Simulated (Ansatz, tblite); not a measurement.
Isomers of SnO2 (singlet), found by a short tight-binding search and relaxed with B3LYP-D4/def2-TZVP in Ansatz.

In the def2 sets Sn takes a core potential; there is no spin–orbit coupling. The xTB rows come from tblite. HSE06 is defined as in plane-wave codes, on full-range PBE exchange. Correlated methods freeze 6 core orbitals; core or outer-core shells of Sn are correlated, in sets that lack core-valence functions.

Run but left out: HF/def2-TZVPP (A: restricted singlet, unstable towards broken spin symmetry); B2PLYP/def2-TZVP (A: restricted singlet, unstable in another Hartree–Fock run and untested here).

A: The restricted singlet is unstable towards broken spin symmetry in Hartree–Fock (as tested in another run); at PBE-D4/def2-TZVP, r2SCAN-D4/def2-TZVP, PBE0-D4/def2-TZVP, HSE06-D4/def2-TZVP this wasn't settled. At CCSD(T)/def2-TZVPP T1 of the charge 0 singlet is large (up to 0.027), so the single-reference result is doubtful. At CCSD(T)/def2-TZVPP the restricted singlet (for correlated methods, its reference) is unstable: a solution with broken spin symmetry lies lower. It holds 1 O–O bond. B: At CCSD(T)/def2-TZVPP T1 of the charge 0 singlet is large (up to 0.031), so the single-reference result is doubtful. At CCSD(T)/def2-TZVPP the restricted singlet (for correlated methods, its reference) is unstable: a solution with broken spin symmetry lies lower.

Other spin states were run for one of them alone.

A:

```
atom   x (Å)   y (Å)   z (Å)
 Sn1   0.317   0.340   1.135
  O2  -0.433  -0.838  -0.291
  O3   0.116   0.498  -0.844
```

B:

```xyz
3

Sn    0.000    0.000    0.000
O     0.867    1.338   -0.864
O    -0.867   -1.338    0.864
```

Question: Estimate which lies lowest at each level, and how far above it the others are (eV).

Answer: 
```tsv
level	A	B
GFN1-xTB	0.00	0.50
GFN2-xTB	0.00	0.42
PBE-D4/def2-TZVP	0.36	0.00
r2SCAN-D4/def2-TZVP	0.33	0.00
PBE0-D4/def2-TZVP	0.23	0.00
HSE06-D4/def2-TZVP	0.24	0.00
MP2/def2-TZVPP	0.71	0.00
CCSD/def2-TZVPP	0.22	0.00
CCSD(T)/def2-TZVPP	0.38	0.00
```
Point groups (tolerance 0.1 Å): A C2v, B D∞h. Lower isomers may exist.
